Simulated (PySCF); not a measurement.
Species: C₄H₅S, net charge 0, doublet state. It need not be the lowest isomer of its formula. SMILES: [C]1=CCSC1
Structure (B3LYP-D3(BJ)/def2-TZVP (Ansatz) minimum search):
```xyz
10

C     -1.4092     0.0065    -0.0855
C     -0.7269    -1.2904    -0.0767
C      0.5733    -1.4364    -0.0013
C      1.3213    -0.1259     0.0772
S      0.0303     1.1969     0.0320
H     -1.9639     0.1946    -1.0050
H     -2.0717     0.1500     0.7683
H      1.1038    -2.3796     0.0072
H      1.8944    -0.0412     1.0019
H      2.0019     0.0033    -0.7660
```
Charge 0, spin multiplicity 2.

Dispersion corrections to the total energy (kcal/mol) from the dftd3 and dftd4 libraries through PySCF: D3(BJ) without and D4 with the three-body term, each with the damping fitted for the functional named.

| functional | D3(BJ) | D4 |
|---|---|---|
| BP86 | -9.25 | -7.40 |
| B2PLYP | -4.74 | -3.89 |
| PBE | (withheld) | -5.61 |
| BLYP | (withheld) | -12.74 |
| BHLYP | -8.05 | -6.63 |
| B3LYP | (withheld) | -9.12 |
| PW6B95 | -2.87 | -5.00 |

Question: What belongs in the gaps?

Answer: 
- PBE, D3(BJ): -5.76
- BLYP, D3(BJ): -12.52
- B3LYP, D3(BJ): -10.22
